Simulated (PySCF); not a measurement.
All runs: PySCF with density fitting, gas phase, non-relativistic, closed shells, each molecule at its own PBE0-D3(BJ)/def2-SVP geometry. Shieldings use GIAOs. All basis functions are spherical. Starting from PBE0/6-311+G(2d,p), one thing was changed at a time: the basis to pcSseg-0, the basis to STO-3G, the basis to cc-pVTZ.

Changes against PBE0/6-311+G(2d,p) in 5 molecules:

```csv
molecule,changed to,mean 1H shielding (ppm),HOMO energy (eV)
[SiH3][SiH2][SiH2][SiH3],pcSseg-0,+2.05,-0.57
[SiH3][SiH2][SiH2][SiH3],STO-3G,+3.56,+2.45
[SiH3][SiH2][SiH2][SiH3],cc-pVTZ,+0.01,+0.01
N[SiH2]B[SiH3],pcSseg-0,+1.52,+0.40
N[SiH2]B[SiH3],STO-3G,+3.38,+3.84
N[SiH2]B[SiH3],cc-pVTZ,-0.11,+0.06
O=C[Si@@H]1C[C@H]1Cl,pcSseg-0,+1.29,-0.22
O=C[Si@@H]1C[C@H]1Cl,STO-3G,+1.87,+2.66
O=C[Si@@H]1C[C@H]1Cl,cc-pVTZ,-0.13,+0.06
CC1=C(Cl)O[SiH2]1,pcSseg-0,+1.07,-0.11
CC1=C(Cl)O[SiH2]1,STO-3G,+2.39,+2.94
CC1=C(Cl)O[SiH2]1,cc-pVTZ,-0.15,+0.05
C=C(C=O)[SiH2]Cl,pcSseg-0,+1.07,-0.12
C=C(C=O)[SiH2]Cl,STO-3G,+2.24,+3.11
C=C(C=O)[SiH2]Cl,cc-pVTZ,-0.12,+0.07
```

For `O[Si@H]1CC=C1Cl` the PBE0/6-311+G(2d,p) run gave mean 1H shielding 28.08 ppm, HOMO energy -7.43 eV. The changed runs lost their labels:

```csv
run,mean 1H shielding (ppm),HOMO energy (eV)
A,30.58,-4.93
B,29.37,-7.57
C,27.86,-7.37
```

Question: Which run belongs to which change?

Answer: A: STO-3G; B: pcSseg-0; C: cc-pVTZ.

| run | change of mean 1H shielding (ppm), here / mean of the others | change of HOMO energy (eV), here / mean of the others | next best match |
| --- | --- | --- | --- |
| A | +2.50 / +2.69 | +2.50 / +3.00 | pcSseg-0 |
| B | +1.29 / +1.40 | -0.14 / -0.12 | cc-pVTZ |
| C | -0.22 / -0.10 | +0.06 / +0.05 | pcSseg-0 |

Each run is given to the change whose mean effect on the other molecules lies nearest, every quantity measured in units of its scatter between molecules.

Question: Would one quantity have been enough? Give each run to the change with the nearest mean effect on that quantity alone.

Answer: mean 1H shielding: 3 of 3 runs rightly; HOMO energy: 3 of 3 runs rightly.

Only sets that this rule tells apart clearly are shown.
